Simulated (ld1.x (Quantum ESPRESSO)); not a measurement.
## Transferability test, PAW potential for Ca (Z = 20)

ld1.x (Quantum ESPRESSO) 7.5 input, shortened:

```
&input
   title='Ca', zed=20., rel=2, dft='PZ', iswitch=3,
   config='[Ar] 3d0 4s1.75 4p0.25', rel_dist='average'
 /
 &inputp
   pseudotype=3, lpaw=.true., tm=.true., lloc=-1, rcloc=1.78,
   nlcc=.true., new_core_ps=.true.,
   which_augfun='BESSEL', rmatch_augfun=1.08
 /
6
3S  1  0   2.00   0.00  1.44  1.82  0.0
4S  2  0   1.75   0.00  1.44  1.82  0.0
3P  2  1   6.00   0.00  1.78  2.14  0.0
4P  3  1   0.25   0.00  1.78  2.14  0.0
3D  3  2   0.00   0.00  1.40  1.78  0.0
3D  3  2   0.00   3.25  1.40  1.78  0.0
 &test
   configts(1)='3s2 3p6 3d0 4s1.75 4p0.25'
 /
```

Open shells are filled in proportion to 2j + 1 (rel_dist='average').

Energies are relative to the spin-unpolarised reference configuration 3s2 3p6 3d0 4s1.75 4p0.25; without spin polarisation the order of configurations can differ from experiment.

(1) Give the all-electron excitation energy and the error of the potential for: 3s2 3p6 3d0 4s2 4p0; 3s2 3p6 3d0 4s1 4p0; 3s2 3p6 3d0 4s0 4p0; 3s2 3p6 3d0 4s0 4p2; 3s2 3p6 3d0 4s1.5 4p0; 3s2 3p6 3d0 4s1 4p1; 3s2 3p6 3d0.5 4s1.5 4p0.

Levels in the configuration 3s2 3p6 3d0 4s2 4p0:

```json
{"level": "3s j=1/2", "all-electron (eV)": "-46.817", "pseudo (eV)": "-46.818"}
{"level": "3p j=1/2", "all-electron (eV)": "-28.233", "pseudo (eV)": "-28.236"}
{"level": "3p j=3/2", "all-electron (eV)": "-27.844", "pseudo (eV)": "-27.846"}
{"level": "4s j=1/2", "all-electron (eV)": "-3.869", "pseudo (eV)": "-3.869"}
```

The ghost test of this file was not conclusive.

## Answers

(1)

| valence configuration | charge | ΔE all-electron (eV) | error AE − PS (meV) |
| --- | --- | --- | --- |
| 3s2 3p6 3d0 4s2 4p0 | 0 | -0.610 | 0.0 |
| 3s2 3p6 3d0 4s1 4p0 | +1 | 5.852 | +0.1 |
| 3s2 3p6 3d0 4s0 4p0 | +2 | 17.803 | +0.4 |
| 3s2 3p6 3d0 4s0 4p2 | 0 | 4.506 | +9.2 |
| 3s2 3p6 3d0 4s1.5 4p0 | +0.5 | 1.956 | +0.1 |
| 3s2 3p6 3d0 4s1 4p1 | 0 | 1.881 | +0.9 |
| 3s2 3p6 3d0.5 4s1.5 4p0 | 0 | 0.412 | +0.5 |
